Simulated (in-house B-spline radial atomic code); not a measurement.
**Xe²⁺: [Ar] 3d10 4s2 (4p1/2)2 (4p3/2)3 (4d3/2)3 (4d5/2)6 5s2 5p6 (with a hole in an inner shell)**

Level of theory: Dirac-Kohn-Sham PBE0, spherical fractional occupations, Fermi nucleus of rms radius 4.7859 fm; calculated with an all-electron radial atomic-structure program (B-spline basis).

Effective charges: Z_r = [3n² - l(l+1)]/(2<r>) from the radius, Z_e = n√(-2ε) from the energy, and Slater's rules. Values are occupation-weighted means over j. An effective charge above Z reflects the relativistic contraction of the inner shells.

| shell | electrons | ε (eV) | <r> (bohr) | Z_r | Z_e | Slater |
| --- | --- | --- | --- | --- | --- | --- |
| 1s | 2 | -34494 | 0.02666 | 56.27 | 50.35 | 53.70 |
| 2s | 2 | -5431.1 | 0.1141 | 52.57 | 39.96 | 49.85 |
| 2p | 6 | -4885.3 | 0.1001 | 49.96 | 37.90 | 49.85 |
| 3s | 2 | -1157.1 | 0.3055 | 44.19 | 27.67 | 42.75 |
| 3p | 6 | -978.5 | 0.3034 | 41.19 | 25.44 | 42.75 |
| 3d | 10 | -709.59 | 0.2804 | 37.45 | 21.67 | 32.85 |
| 4s | 2 | -244.25 | 0.7083 | 33.89 | 16.95 | 26.60 |
| 4p | 5 | -186.15 | 0.75 | 30.67 | 14.80 | 26.60 |
| 4d | 9 | -98.701 | 0.8445 | 24.87 | 10.77 | 16.20 |
| 5s | 2 | -46.73 | 1.698 | 22.08 | 9.27 | 9.95 |
| 5p | 6 | -31.705 | 1.952 | 18.70 | 7.63 | 9.95 |

The least bound orbital is 5p3/2 at -31.07 eV, and it is also the most diffuse (<r> = 1.976 bohr). The part-filled 4p shell lies below the filled 5p shell in orbital energy.

For the 1s electron the small component carries 3.96 % of the norm, the zero-frequency Breit interaction raises the level by 86.91 eV, self-energy by 49.99 eV, and vacuum polarisation lowers it by 7.006 eV.

Caution: exact exchange at fractional occupations of open shells leaves self-interaction of up to several eV.
